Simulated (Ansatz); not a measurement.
Ansatz (an electronic-structure program) input for H3Ti, SMILES [TiH3+] (connectivity only; charge and spin as stated), charge +1, multiplicity 1, CAM-B3LYP/def2-TZVPD. Geometry optimised at ωB97X-D3(BJ)/def2-TZVPD. The multiplicity is an assumed one; other spin states were not compared.

Ansatz 0.2 input:
```yaml
crystal:
  periodic: [false, false, false]
  atoms:
    - {symbol: Ti, position_ang: [0.08841683, -0.12303707, -0.00000000]}
    - {symbol: H, position_ang: [-0.21414019, 1.66772995, 0.40960165]}
    - {symbol: H, position_ang: [-1.51688984, -0.62864426, 0.00000000]}
    - {symbol: H, position_ang: [-0.21414020, 1.66772995, -0.40960165]}
basis:
  gaussian:
    orbitals: def2-TZVPD
hamiltonian:
  xc: {name: CAM-B3LYP}
total_charge: 1
```

Log of the run:

```
WARN ansatz: RAYON_NUM_THREADS=1 ignored (pool sized by the plan → 1); use --threads N
Functional definition: CAM-B3LYP
integrals: 0.02 GiB planned
640 factors; their error is unknown
integrals: 0.05 GiB planned
239 factors; integrals over basis functions are off by at most 3.0e-5 eV
mean field: 0.21 GiB planned
mean field evaluation 1: about -23151.3701 eV, gradient 3.6e1 eV
mean field evaluation 2: about -23151.3225 eV, gradient 3.6e1 eV
mean field evaluation 4: about -23153.5241 eV, gradient 1.1e0 eV
mean field evaluation 8: about -23153.5339 eV, gradient 1.7e-1 eV
mean field evaluation 16: about -23153.6133 eV, gradient 3.9e-3 eV
mean field evaluation 32: about -23153.6002 eV, gradient 7.4e-1 eV
mean field -23153.61330805 eV, -850.8795949882 hartree, gradient 4.5e-5 eV, S^2 0.000000; 4 other end points of the search recorded, 0 dependent functions left out
reference -23153.61341848 eV, -850.8795990462 hartree; 12, 12 occupied and 63, 63 virtual orbitals, 640 factors
Total energy: -23153.61341848 eV, -850.8795990462 hartree
```

Self-consistency was reached.
